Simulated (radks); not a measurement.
Values are calculated unless marked as measured or tabulated.
The mean radii <r> (bohr) of the occupied orbitals of an atom or ion are listed with their occupations. Code: a radial shooting solver on a logarithmic mesh with Libxc functionals. Model: non-relativistic Kohn-Sham, OLYP, spin-polarised, spherical densities, point nucleus.

| orbital | occ. | <r> |
|---|---|---|
| 1s up | 1 | 0.1985 |
| 1s down | 1 | 0.1984 |
| 2s up | 1 | 0.9361 |
| 2s down | 1 | 0.9418 |
| 3p up | 1 | 2.571 |

Name the element and its charge. Open shells, if any, are filled with parallel spins first.

Answer. Z = 8, oxygen, charge +3: O3+ in [He] 2s2 3p1. The 1s radius gives Z: for a bare nucleus <r> = 1.5/Z, 0.1875 bohr for Z = 8, and screening makes it slightly larger (0.1985 here). The occupations add up to 5, and the charge is Z minus that.
